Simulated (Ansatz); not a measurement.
A made-up structure of H₂TeS₂, closed shell:

```csv
atom,x (Å),y (Å),z (Å)
S1,-1.1972,0.2144,-1.0918
Te2,-0.3652,1.2318,0.6673
S3,1.5795,0.4166,0.0544
H4,-1.4911,-1.0394,-0.4269
H5,1.4740,-0.8234,0.7971
```

It is relaxed with PBE-D4/def2-SVP and then PBE0-D4/def2-TZVP (Ansatz 0.2.0). Atoms count as bonded within 1.22 times the sum of their covalent radii (H–H: 0.88 Å). The end point is not checked to be a true minimum.

Question: Does its bonding change? (A judgement: the text doesn't fix the answer.)

Answer: By the calculation: No: no bond forms or breaks.

Where it ends: The first stage lowers the energy by 1.53 eV in 8 steps. It ends as H₂TeS₂ ([SH][Te][SH]):
```
atom    x (Å)    y (Å)    z (Å)
  S1  -1.5383   0.1678  -1.1881
 Te2  -0.3381   1.1384   0.6182
  S3   1.8920   0.4177   0.2280
  H4  -1.8406  -0.9954  -0.5857
  H5   1.8250  -0.7285   0.9275
```

Labels in which every atom is bracketed show which atoms are joined, not bond orders.

For scale, one of the runs: PBE0-D4/def2-TZVP relaxation, 136 basis functions, launched by `ansatz run in.yaml --threads 2 --pin off --events-out ev --progress --plain --max-ram 4352MiB`. Hardware: 2 CPU threads of an Arm Neoverse V2, shared host. Wall time about 20 s.
